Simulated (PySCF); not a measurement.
SbF₄, SMILES [F][Sb]([F])([F])[F], multiplicity 2.

The structure is a stationary point at PBE0-D3(BJ)/def2-SVP. The multiplicity is an assumed one; other spin states were not compared. The isomer is the one that the SMILES or the coordinates give; other isomers of the formula were not compared. The def2 effective core potentials stand for the cores of Sb; spin–orbit coupling is left out.

The numbers are results of TDA-PBE/def2-SVPD (PySCF 2.14.0), not measurements.

Vertical excitations. Gas-phase values at a fixed geometry.

Computed excitation energies, oscillator strengths and character:
```tsv
state	energy (eV)	λ (nm)	f	main pairs
root 1	2.94	422	0.000	β HOMO→LUMO 100 %
root 2	3.01	412	0.000	β HOMO−1→LUMO 100 %
root 3	3.14	395	0.002	β HOMO−2→LUMO 99 %
root 4	3.27	379	0.002	β HOMO−3→LUMO 100 %
root 5	3.38	367	0.003	β HOMO−4→LUMO 99 %
root 6	3.65	340	0.000	β HOMO−7→LUMO 100 %
root 7	3.81	325	0.029	β HOMO−5→LUMO 93 %
root 8	3.82	325	0.011	β HOMO−6→LUMO 94 %
root 9	5.15	241	0.004	β HOMO−8→LUMO 89 %
root 10	5.31	234	0.046	α HOMO→LUMO 84 %, β HOMO−9→LUMO 14 %
```
Unrestricted roots are not spin-pure.
